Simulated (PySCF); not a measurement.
Input of a response calculation (the driver script's job line, then coordinates in Å):

```
{"job": {"kind": "uv", "xc": "PBE0", "basis": "def2-SVPD", "nstates": 8, "ntriplets": 3}, "charge": 0, "multiplicity": 1}
As     2.132093     0.033419    -0.051602
B      0.466706    -0.999638    -0.469881
C     -0.922273    -0.355309    -0.356239
C     -1.194215     0.775025     0.647689
C     -1.087062     1.156929    -0.574710
H      1.595951     0.674813     1.198927
H      2.746158    -1.069367     0.761049
H      0.548907    -2.092699    -0.897174
H     -1.803041    -0.948124    -0.617869
H     -1.380470     0.941057     1.679254
H     -1.097329     1.886565    -1.345407
```

Output (SCF cycles cut):

```
converged SCF energy = -2377.7133784024

Static polarisability (au): isotropic 78.358, principal 68.071 76.394 90.608

Singlet excitations
state   eV       nm        f      main configurations
  1   4.3671    283.9   0.02569   H->L 0.81, H-1->L 0.16
  2   4.7744    259.7   0.02685   H-1->L 0.80, H->L 0.13
  3   5.4639    226.9   0.01705   H->L+1 0.96
  4   5.9025    210.1   0.04892   H-2->L 0.70, H-1->L+1 0.15
  5   6.0852    203.7   0.05625   H-1->L+1 0.72, H-2->L 0.15
  6   6.4574    192.0   0.02124   H-3->L 0.58, H-2->L+1 0.17
  7   6.5406    189.6   0.05930   H->L+2 0.92
  8   6.6860    185.4   0.04631   H-2->L+1 0.34, H-4->L 0.22, H->L+3 0.19

Triplet excitations (Tamm-Dancoff, eV): 3.6753 3.8643 4.4685
```

Level of theory: TDDFT PBE0/def2-SVPD, vertical, gas phase, core orbitals frozen in the response in PySCF. One conformer (not necessarily the lowest) at the GFN2-xTB geometry, without solvent, vibrations or thermal averaging. Relativistic effects, spin–orbit coupling among them, are left out although an element past zinc is present.

Q: What transition dipole goes with state 7?

A: |μ|² = 3f / (2ΔE) = 3 × 0.0593 / (2 × 0.2404) = 0.370 au, so |μ| = 1.55 D.

Q: Give the energy of state 3 in hartree, cm⁻¹ and kJ/mol.

A: 0.20079 hartree, 44069 cm⁻¹, 527.2 kJ/mol.

Q: What is the gap between the lowest singlet and the lowest triplet?

A: 4.3671 − 3.6753 = 0.6918 eV (full response against Tamm–Dancoff).

Q: What share of the summed oscillator strength falls to the strongest level in this window?

A: State 7 at 190 nm: 0.0593 of 0.3016, or 20%.

Q: What is the total energy of state 3 at this geometry?

A: -2377.71338 + 0.20079 = -2377.51259 hartree.

Q: Write the structure that the coordinates describe.

A: `[AsH2]BC1C=C1` (C3H6AsB).

H and L stand for HOMO and LUMO.

Shape of the structure used: `[AsH2:1][BH:2][CH:3]1[CH:4]=[CH:5]1`: As1–B2–C3–C4 -29°, H–As1–B2–C3 44°, H–As1–B2–C3 135°.
